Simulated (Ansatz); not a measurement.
Calculated with Ansatz (gas phase, PBE0-D4/def2-TZVP geometries, no zero-point term in ΔE). CCSD(T)/CBS adds triple-zeta CCSD(T) − MP2 to the extrapolated MP2 energy (def2 sets, frozen cores). Each species was taken in one conformer, which may not be the lowest.

Reaction (redistribution): `OB(F)[NH][AlH2]` + `C=C([SiH3])[SiH2][SiH3]` → `OB(F)[SiH2][SiH3]` + `C=C([SiH3])[NH][AlH2]`

```csv
species,HF/CBS(def2) energy (Eh)
`OB(F)[NH][AlH2]`,-498.02602
`C=C([SiH3])[SiH2][SiH3]`,-948.42350
`OB(F)[SiH2][SiH3]`,-780.59303
`C=C([SiH3])[NH][AlH2]`,-665.78535
```

Q: Work out ΔE.

A: ΔE = (-780.59303) + (-665.78535) − (-498.02602) − (-948.42350) = 0.07114 Eh = +1.94 eV. CCSD(T)/CBS gives +1.74 eV.

Largest T1 diagnostic among the species: 0.014.

From PBE to PBE0 (25 % exact exchange), in def2-TZVPP and without D4, ΔE moves by +0.14 eV. In def2-TZVPP, CCSD(T) changes the Hartree–Fock value by −0.20 eV (the triples alone add −0.04 eV) and MP2 by −0.13 eV.
